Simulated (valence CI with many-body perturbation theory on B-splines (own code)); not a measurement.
**Sm⁴⁸⁺: one-electron terms**

Computed by configuration interaction combined with many-body perturbation theory (CI+MBPT): four valence electrons over a frozen Dirac-Fock core [Ne], a basis of 11 s, 11 p, 10 d, 8 f, 5 g, 2 h functions for each j, with the one-electron correlation potential Σ1, the two-electron term Σ2, the three-electron term Σ3, Breit, model QED; selected CI, second order for the rest, scaled by the run's own slope (own B-spline code, finite nucleus).

The last digits are not significant, and no measured levels were compared; by estimate large intervals hold to a few tenths of a per cent, small ones and those within an open d or f shell to about a per cent. Among the levels kept, up to 590 cm⁻¹ of a level comes from second order outside the variational space, and about a tenth of that is noise between levels of different J, which matters for small intervals.

These are the spectroscopic orbitals of the CI (the correlating ones are not listed), shaped by the core and the other valence electrons. h is the expectation value of the core's Dirac-Fock operator, without the valence repulsion; Σ1 is computed up to l = 3 at one energy for each symmetry, that of its lowest orbital but kept below the first core excitation, so for empty shells it is not the orbital's own correlation shift; Breit and QED include the response of the core.

```tsv
Orbital	h (hartree)	Σ1 (cm⁻¹)	Breit (cm⁻¹)	QED (cm⁻¹)	⟨r⟩ (bohr)
3s1/2	-171.24	-6896	24818	19929	0.2313
4s1/2	-93.183	-2312	9607	7958	0.4285
5s1/2	-58.458	-1058	4588	3885	0.6886
6s1/2	-40.06	-578	2567	2187	1.009
7s1/2	-29.153	-351	1580	1352	1.391
8s1/2	-22.161	-230	1042	893	1.834
3p1/2	-166.72	-8905	41520	366	0.2186
4p1/2	-91.299	-2926	16148	160	0.4196
5p1/2	-57.511	-1347	7839	82.1	0.6824
6p1/2	-39.519	-737	4411	47.4	1.006
7p1/2	-28.816	-449	2726	29.7	1.391
8p1/2	-21.937	-294	1803	19.8	1.836
3p3/2	-160.66	-7919	24081	2280	0.2281
4p3/2	-88.822	-2686	9333	920	0.4321
5p3/2	-56.268	-1252	4868	458	0.6981
6p3/2	-38.809	-691	2746	261	1.025
7p3/2	-28.372	-423	1701	162	1.413
8p3/2	-21.642	-278	1127	108	1.862
3d3/2	-155.08	-9744	19201	-632	0.1961
4d3/2	-86.687	-2714	6886	-210	0.4049
5d3/2	-55.22	-1209	3273	-97.3	0.6745
6d3/2	-38.216	-655	1824	-53.4	1.005
7d3/2	-28.004	-398	1122	-32.6	1.397
3d5/2	-153.67	-8881	9198	159	0.1990
4d5/2	-86.079	-2465	3266	109	0.4085
5d5/2	-54.907	-1099	1588	63.1	0.6789
6d5/2	-38.035	-597	888	38.4	1.010
7d5/2	-27.89	-363	548	24.8	1.403
4f5/2	-84.925	-2350	675	-101	0.3571
5f5/2	-54.332	-1141	460	-54.2	0.6302
6f5/2	-37.708	-642	289	-31.9	0.9640
7f5/2	-27.687	-398	192	-20.3	1.359
4f7/2	-84.667	-2256	183	40.8	0.3588
5f7/2	-54.199	-1091	124	18.2	0.6322
6f7/2	-37.631	-614	75.0	9.9	0.9663
7f7/2	-27.638	-380	49.9	6.1	1.362
5g7/2	-54.08		14.9	-23.3	0.5567
6g7/2	-37.562		14.8	-13.8	0.8915
7g7/2	-27.594		11.6	-8.8	1.288
5g9/2	-54.003		2.5	17.4	0.5579
6g9/2	-37.517		2.5	9.9	0.8929
7g9/2	-27.566		1.9	6.1	1.289
6h9/2	-37.499				0.7933
6h11/2	-37.469				0.7943
```

Among the shells of the start configuration 3s2 3p2, Σ1 is largest in size for 3p1/2, where it is 0.024 % of h.

Lowest root of each symmetry, sizes in configuration state functions:

```
J  Parity  Roots  Reference  Variational  Second order  Change by selected CI (cm⁻¹)  Change by second order (cm⁻¹)
0    even     13         61        22386         59190                         -9699                              0
1    even     18        125        31993        149625                         -8396                            -43
2    even     26        164        31999        232613                         -9269                           -184
3    even     16        123        31992        268472                        -10781                           -181
4    even     11         79        31997        260817                        -10558                           -228
5    even      3         28        31999        144098                        -10759                            -38
0     odd     10         55        23943         47620                         -8943                             -1
1     odd     25        145        31998        149926                         -9717                           -107
2     odd     29        177        31998        232196                         -7593                           -202
3     odd     23        153        31990        268634                         -9867                           -277
4     odd     14        100        31996        260474                         -9133                           -247
5     odd      5         48        32000        183628                        -14261                           -103
6     odd      2         16        22799         82423                        -10444                            -17
```
